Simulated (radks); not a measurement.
W V, 70 electrons, occupied as [Kr] 4d10 4f14 5s1.75 5p6 5d2 5f0.25 (fractional occupations, a model configuration). All-electron calculation, scalar-relativistic Kohn-Sham, revPBE, spin-unpolarised, spherical densities, point nucleus. Program: a radial shooting solver on a logarithmic mesh with Libxc functionals.

Unscreened Slater integrals over Kohn-Sham orbitals (eV).

\begin{tabular}{lr}
integral & value \\ \hline
F0(5f,5f) & 7.2000 \\
F2(5f,5f) & 3.8248 \\
F4(5f,5f) & 2.5187 \\
F6(5f,5f) & 1.8509 \\
F0(5f,5d) & 8.8974 \\
F2(5f,5d) & 3.1374 \\
F4(5f,5d) & 1.7197 \\
G1(5f,5d) & 2.7401 \\
G3(5f,5d) & 1.6655 \\
G5(5f,5d) & 1.1731 \\
F0(5f,4f) & 9.4552 \\
F2(5f,4f) & 0.92792 \\
F4(5f,4f) & 0.32816 \\
F6(5f,4f) & 0.19655 \\
G0(5f,4f) & 0.29316 \\
G2(5f,4f) & 0.29245 \\
G4(5f,4f) & 0.21040 \\
G6(5f,4f) & 0.15853 \\
F0(5f,5p) & 9.1440 \\
F2(5f,5p) & 2.2239 \\
G2(5f,5p) & 0.85843 \\
G4(5f,5p) & 0.58523 \\
F0(5d,5d) & 14.989 \\
F2(5d,5d) & 7.9415 \\
F4(5d,5d) & 5.3009 \\
F0(5d,4f) & 19.091 \\
F2(5d,4f) & 4.6955 \\
F4(5d,4f) & 2.2506 \\
G1(5d,4f) & 1.8217 \\
G3(5d,4f) & 1.6095 \\
G5(5d,4f) & 1.2603 \\
F0(5d,5p) & 16.928 \\
F2(5d,5p) & 8.4756 \\
G1(5d,5p) & 10.146 \\
G3(5d,5p) & 6.3090 \\
F0(4f,4f) & 41.583 \\
F2(4f,4f) & 20.109 \\
F4(4f,4f) & 12.687 \\
F6(4f,4f) & 9.1478 \\
F0(4f,5p) & 24.541 \\
F2(4f,5p) & 7.9310 \\
G2(4f,5p) & 3.4998 \\
G4(4f,5p) & 2.8324 \\
F0(5p,5p) & 20.141 \\
F2(5p,5p) & 10.915 \\
\end{tabular}

Derived for the open shells (J is the average intra-shell exchange parameter used in DFT+U). 5d: Racah B = F2/49 - 5 F4/441 = 0.1020 eV, C = 35 F4/441 = 0.4207 eV, C/B = 4.13, F4/F2 = 0.667, J = (F2 + F4)/14 = 0.9459 eV. 5f: F4/F2 = 0.659, F6/F2 = 0.484, J = (286 F2 + 195 F4 + 250 F6)/6435 = 0.3182 eV.
